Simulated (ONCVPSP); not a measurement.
## thallium (Tl): excitation energies, all-electron against ONCV

```json
{
 "Element": "thallium (Tl)",
 "Generator": "ONCVPSP 4.0.1",
 "Type": "optimised norm-conserving Vanderbilt (ONCV)",
 "Functional": "PBE",
 "Relativity": "scalar-relativistic",
 "Frozen core": "[Xe] 4f14 5d10",
 "Valence charge": "3",
 "Reference configuration": "6s1 6p2",
 "Partial waves": "6s: rc 1.90 bohr, ncon 4, nbas 7, qcut 2.9 1/bohr, 2 projectors, debl 3.6 Ha; 6p: rc 2.85 bohr, ncon 5, nbas 9, qcut 2.5 1/bohr, 2 projectors, debl 1.8 Ha; d scattering state at 0.11 Ha: rc 2.95 bohr, ncon 4, nbas 7, qcut 3.6 1/bohr, 3 projectors, debl 3.5 Ha",
 "Local potential": "polynomial inside 1.75 bohr (lpopt 2, dvloc0 2 Ha)",
 "Core correction": "Teter function, fcfact 2.25, rcfact 1.75"
}
```

Energies are relative to the spin-unpolarised reference configuration 6s1 6p2; without spin polarisation the order of configurations can differ from experiment.

| valence configuration | charge | ΔE all-electron (eV) | error AE − PS (meV) |
| --- | --- | --- | --- |
| 6s2 6p1 | 0 | -7.403 | -17 |
| 6s2 6p0 | +1 | -2.236 | -90 |
| 6s1 6p1 | +1 | 6.042 | -86 |

(1) What are ΔE and the potential's error for 6s1 6p0?

Levels in the configuration 6s1 6p1:

```
level  all-electron (eV)  pseudo (eV)
   6s            -17.558      -17.734
   6p             -9.114       -9.297
```

Note: no bound ghost flagged; GHOST(+) flagged for s at 119.5 eV.

Results:

(1) ΔE = 18.545 eV all-electron; the error (AE − PS) is -397 meV.
